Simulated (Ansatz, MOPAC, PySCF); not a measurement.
Species: methylhydroxycarbene, C₂H₄O, charge 0, multiplicity 1. SMILES: C[C]O
Structure (B3LYP-D3(BJ)/def2-TZVP (Ansatz, a quantum-chemistry and plane-wave program) minimum search):
```xyz
7

C      1.0833    -0.3696     0.0143
C     -0.1145     0.2918    -0.5715
O     -1.1364     0.2785     0.2315
H      1.3952    -1.1729    -0.6596
H      1.9063     0.3509     0.0163
H      0.9397    -0.7737     1.0339
H     -0.9626    -0.1653     1.1007
```

Quantity: vertical ionisation energy to the doublet, in eV. Terms: frozen cores in correlated levels; no spin-orbit coupling; six Cartesian d functions in 6-31G* and its kin unless marked 5d; open shells spin-unrestricted; no dispersion term unless named; non-relativistic; 6-311+G** with 5d; each state is the SCF solution reached for its charge and spin; PM7 with its own dispersion and hydrogen-bond terms. Ab initio and DFT rows: single points at B3LYP-D3(BJ) geometries (Ansatz). Semi-empirical rows: differences of heats of formation at the shared geometry for vertical values. The Hartree-Fock reference of C[C]O is unstable towards a lower, spin-broken solution.

| level | program | vertical ionisation energy to the doublet (eV) |
|---|---|---|
| PM3 | MOPAC | 9.34 |
| PM6 | MOPAC | 9.29 |
| PM7 | MOPAC | 9.30 |
| MNDO | MOPAC | 9.14 |
| B3LYP/STO-3G | Ansatz | 6.66 |
| B3LYP/6-31G* | Ansatz | 8.54 |
| B3LYP/6-311+G** | Ansatz | 8.84 |
| M06-2X/6-31G* (5d) | PySCF | 8.58 |
| MP2/6-31G* | Ansatz | 8.18 |
| MP2/6-311+G** | Ansatz | 8.57 |
| B3LYP/def2-TZVPD | Ansatz | 8.80 |
| PBE0/def2-TZVPD | Ansatz | 8.64 |
| wB97X-V/def2-TZVPD | Ansatz | 8.78 |

No value to compare with is used here. The 10 habitual levels span 6.66 (B3LYP/STO-3G) to 9.34 eV (PM3); wB97X-V/def2-TZVPD gives 8.78.

The levels are drawn from those run, B3LYP/6-31G* more often than the rest, none by its result; left out are runs that failed, that the program found above a lower state of the same kind, or whose <S^2> lies over 0.5 above the pure value.
